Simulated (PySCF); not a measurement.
# Mayer bond orders and bond lengths

Species: C9H9O (charge +1).
Atom-mapped SMILES: `[CH3:1][c:2]1[cH:3][cH:4][c:5]([C:6]#[O+:7])[c:8]([CH3:9])[cH:10]1` (hydrogens: H11, H12, H13 on C1; H14 on C3; H15 on C4; H16, H17, H18 on C9; H19 on C10)

Cartesian coordinates in Å at the GFN2-xTB level; atoms count from 1:
```xyz
19
C9H9O angstrom
C      2.754   -0.769   -0.006
C      1.416   -0.145    0.026
C      1.280    1.251    0.152
C      0.051    1.841    0.174
C     -1.122    1.029    0.067
C     -2.322    1.637    0.115
O     -3.314    2.178    0.163
C     -1.005   -0.392   -0.077
C     -2.216   -1.245   -0.174
C      0.264   -0.929   -0.091
H      3.500   -0.147    0.483
H      2.743   -1.759    0.443
H      3.065   -0.894   -1.046
H      2.166    1.862    0.235
H     -0.054    2.910    0.271
H     -2.576   -1.489    0.828
H     -1.986   -2.184   -0.670
H     -3.026   -0.750   -0.705
H      0.372   -1.998   -0.196
```

Bond orders from the PBE0/pcSseg-1 density (PySCF). Isolated species at its GFN2-xTB geometry, gas phase.

(1) How far do the computed orders between heavy atoms stray from the drawn ones?

(2) Give the Mayer order of every bond between heavy atoms, beside its length.

## Answers

(1) The largest departure is 0.675, at C6–O7 (drawn triple, 2.325), counting aromatic bonds as 1.5. Drawn single, order above 1.12: C5–C6 (1.355) and C8–C9 (1.129). Drawn double or triple, more than 0.30 short of the drawn order: C6–O7 (2.325). The bonds drawn aromatic range from 1.14 to 1.57. The SMILES, with its formal charges, is one Lewis structure only.

(2) 
| bond | drawn as | length (Å) | Mayer order |
| --- | --- | --- | --- |
| C1–C2 | single | 1.476 | 1.098 |
| C2–C3 | aromatic | 1.409 | 1.302 |
| C3–C4 | aromatic | 1.363 | 1.569 |
| C4–C5 | aromatic | 1.431 | 1.188 |
| C5–C6 | single | 1.346 | 1.355 |
| C6–O7 | triple | 1.131 | 2.325 |
| C5–C8 | aromatic | 1.433 | 1.140 |
| C8–C9 | single | 1.484 | 1.129 |
| C8–C10 | aromatic | 1.378 | 1.477 |
| C10–C2 | aromatic | 1.398 | 1.330 |

By pair of heavy elements: C–C: lowest C1–C2 (1.098, 1.476 Å), highest C3–C4 (1.569, 1.363 Å); in 3 of the 36 pairs the longer bond (by over 0.003 Å) has the higher order (by 0.02 or more).

And the bonds to hydrogen?

C–H: 0.91 to 0.96 (9 bonds).

Sum the orders of all bonds at each heavy atom with more than one neighbour and set the sums beside the valence in the SMILES.

C1 3.884 (drawn 4), C2 3.730 (drawn 4), C3 3.825 (drawn 4), C4 3.712 (drawn 4), C5 3.683 (drawn 4), C6 3.680 (drawn 4), C8 3.746 (drawn 4), C9 3.896 (drawn 4), C10 3.769 (drawn 4). Orders between atoms that aren't bonded are not in these sums.

Mayer orders depend on the basis set.
